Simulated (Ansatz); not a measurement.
The first iterations of a band of CH6O2Sn (10 atoms, charge 0, multiplicity 1).

These are results of RKS PBE0-D4/def2-SVP (Ansatz), not measurements.

```json
{
 "movable images": "7",
 "climbing image": "yes",
 "spring": "5.0 eV/Å²",
 "optimiser": "quadratic models (default)",
 "start path": "through a guess of the saddle point",
 "force threshold": "0.03 eV/Å",
 "iteration limit": "60",
 "end points": "relaxed"
}
```

Image 0:

```xyz
10
Properties=species:S:1:pos:R:3
Sn -0.614 -0.005 1.211
O -0.731 -0.293 -0.749
C 0.408 -0.597 -1.500
O 0.543 1.576 1.520
H 0.193 2.374 1.107
H 0.247 -1.280 1.951
H -2.232 0.289 1.665
H 0.934 -1.507 -1.147
H 1.149 0.226 -1.513
H 0.105 -0.783 -2.545
```

Image 8:

```xyz
10
Properties=species:S:1:pos:R:3
Sn -0.690 -0.025 1.169
O -0.713 -0.110 -0.813
C 0.419 -0.511 -1.528
O 0.660 1.330 1.695
H 0.455 2.207 1.351
H -0.071 -1.476 1.822
H -2.277 0.464 1.564
H 1.272 0.187 -1.413
H 0.166 -0.545 -2.602
H 0.779 -1.521 -1.245
```

| iteration | highest image above the first end (eV) | largest band force component (eV/Å) |
| --- | --- | --- |
| 1 | 24.300 | 60.008 |
| 2 | 5.023 | 11.410 |
| 3 | 2.466 | 6.846 |
| 4 | 1.062 | 2.569 |
| 5 | 0.774 | 1.511 |

Question: Does the band converge within its limit, and where does its top end?

Answer: The run converged. It ended after 17 iterations with the highest image 0.030 eV above the first end. A vibrational analysis at the climbing image gives one clearly imaginary mode, 113i cm⁻¹: a first-order saddle point.

The run took 9.8 min on 2 threads of Arm Neoverse N1 (shared host), peak memory 0.24 GiB.
